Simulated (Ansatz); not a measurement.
One geometry of C5H15NSi⁻, that is SiH2Me(NEt2) with one electron more, several levels of theory.

```yaml
crystal:
  periodic: [false, false, false]
  atoms:
    - {symbol: Si, position_ang: [1.014308, 1.319072, 0.615622]}
    - {symbol: H, position_ang: [1.188456, 1.282455, 2.113558]}
    - {symbol: H, position_ang: [2.359655, 1.420512, -0.061282]}
    - {symbol: C, position_ang: [0.010188, 2.857414, 0.156089]}
    - {symbol: H, position_ang: [0.547108, 3.781814, 0.456732]}
    - {symbol: H, position_ang: [-0.978621, 2.854915, 0.658841]}
    - {symbol: H, position_ang: [-0.163164, 2.905425, -0.938775]}
    - {symbol: N, position_ang: [0.301746, -0.211800, 0.151033]}
    - {symbol: C, position_ang: [-0.641011, -0.916594, 1.012212]}
    - {symbol: C, position_ang: [-2.118063, -0.591356, 0.750822]}
    - {symbol: C, position_ang: [0.459472, -0.727027, -1.206618]}
    - {symbol: C, position_ang: [1.340443, -1.978473, -1.292271]}
    - {symbol: H, position_ang: [-0.395411, -0.679571, 2.070308]}
    - {symbol: H, position_ang: [-0.484011, -2.015931, 0.912980]}
    - {symbol: H, position_ang: [-2.327380, 0.483136, 0.930589]}
    - {symbol: H, position_ang: [-2.406796, -0.817824, -0.296248]}
    - {symbol: H, position_ang: [-2.781005, -1.185229, 1.413895]}
    - {symbol: H, position_ang: [-0.537158, -0.938886, -1.663212]}
    - {symbol: H, position_ang: [0.902149, 0.070083, -1.842956]}
    - {symbol: H, position_ang: [2.361950, -1.762414, -0.919328]}
    - {symbol: H, position_ang: [0.928558, -2.809315, -0.683571]}
    - {symbol: H, position_ang: [1.418587, -2.340406, -2.338410]}
basis:
  gaussian: {orbitals: def2-TZVPD}
total_charge: -1
magnetization: {spin_polarized: true, initial_magnetization: 1}
hamiltonian: {xc: pbe0, dispersion: d4}
scf: {omitted_lower_state_checks: [starts]}
output: {orbitals: {seedname: orbitals}}
```

The file start.molden holds the orbitals of an earlier run on this structure, at another level or in another basis.

```sh
$ ansatz run in.yaml --threads 4 --pin off --events-out ev --progress --plain --max-ram 4787MiB
```

Output, abridged:

```
Functional definition: PBE0
2110 factors; their error is unknown
mean field evaluation 1: about -14777.2868 eV, gradient 4.7e1 eV
mean field evaluation 2: about -14771.1258 eV, gradient 5.8e1 eV
mean field evaluation 4: about -14788.0276 eV, gradient 4.4e0 eV
mean field evaluation 8: about -14788.1227 eV, gradient 1.5e-1 eV
mean field evaluation 16: about -14788.0830 eV, gradient 6.3e-3 eV
mean field evaluation 32: about -14788.0829 eV, gradient 1.1e-5 eV
mean field -14788.08292200 eV, -543.4520236609 hartree, gradient 1.1e-5 eV, S^2 0.750227; 0 other end points of the search recorded, 0 dependent functions left out
reference -14788.08297169 eV, -543.4520254870 hartree; 34, 33 occupied and 366, 367 virtual orbitals, 2110 factors
Total energy: -14788.57812609 eV, -543.4702220754 hartree
Checks for a lower state left out: starts
```

Run time 3 min (4 threads of Intel Xeon on a shared host), peak host memory 1.9 GiB.

The first input with `gaussian: {orbitals: def2-TZVPD, initial_orbitals: start.molden}`, `hamiltonian: {xc: pbe, dispersion: d4}` (abridged; 44 s):

```
Functional definition: PBE
mean field -14786.27489874 eV, -543.3855800316 hartree, gradient 2.2e-5 eV, S^2 0.750204
Total energy: -14786.85223757 eV, -543.4067968421 hartree
Checks for a lower state left out: starts
```

Geometry: PBE-D4/def2-SVP, that of the neutral singlet.

At PBE0-D4/def2-TZVPD, PBE-D4/def2-TZVPD the highest occupied level of the charge -1 doublet lies above zero (up to 2.13 eV). By energy differences it is unbound by 0.80 eV (vertical, against the charge 0 singlet, at PBE-D4/def2-TZVPD) and held by the finite basis.
